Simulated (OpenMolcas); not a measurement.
Ce3+: effect of the ligand basis

Ce3+ with 2 ligands (fluoride) in linear coordination (D∞h) at 2.06 Å.

```
Program             : OpenMolcas
Method              : SS-CASPT2, IPEA 0.25 Eh, imaginary shift 0.1 Eh (closed shells correlated: 5s 5p and the ligand valence shells)
Spin-orbit coupling : RASSI with atomic mean-field integrals over the reference wave functions
```

Fixed: metal basis ANO-RCC-VTZP, active space 1 electron in 7 orbitals (4f), DKH2 Hamiltonian.

States (labels by Λ). Energies in cm-1 above the lowest state or level, χT in cm3 K/mol.

```
Run  Ligand basis  Ground state  First state of that spin  First gap with spin-orbit (degeneracies)  χT at 300 K                     Cost
  A  ANO-RCC-VDZP            2Φ                   2Δ 1050                               1300 (2, 2)        0.635  roughly 16 core-seconds
  B  ANO-RCC-VTZP            2Φ                   2Δ 1110                               1360 (2, 2)        0.631  roughly 25 core-seconds
```

Costs are those of the CASPT2 steps.

Splittings of an f shell from a small cluster at a set distance can be off by tens of per cent, mostly too small. No measured value stands beside these numbers; the geometry was imposed, not optimised, and the real ion may take another.
